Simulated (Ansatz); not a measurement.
`OBB[SiH3]` + HCl → `[SiH3]BCl` + `BO`  (cleavage of the B–B bond)

Computed with Ansatz on PBE0-D4/def2-TZVP structures; ΔE is electronic, products minus reactants. CCSD(T)/CBS is the MP2 limit (def2-TZVPP, def2-QZVPP) plus CCSD(T) − MP2 in def2-TZVPP, frozen cores. This one scheme is used for every species. Functionals use def2-TZVPP. Each species was taken in one conformer, which may not be the lowest.

```json
{"level": "r2SCAN0", "ΔE (kcal/mol)": "-25.8"}
{"level": "CCSD/def2-TZVPP", "ΔE (kcal/mol)": "-25.8"}
```

(1) What does CCSD(T)/CBS give? (Best estimate.)

Largest T1 diagnostic among the species: 0.014.

## Answers

(1) Computed: -26.1 kcal/mol. The listed levels differ from it by 0.3, 0.3 kcal/mol.

Leaving LDA and LC-ωPBE aside and taking each functional with its dispersion term where it has one, the values, not all of them listed here, spread over 3.6 kcal/mol, from B2PLYP to B97M-V. At CCSD(T), def2-SVP lies −2.5 kcal/mol from the extrapolated value and def2-TZVPP −0.1 kcal/mol.
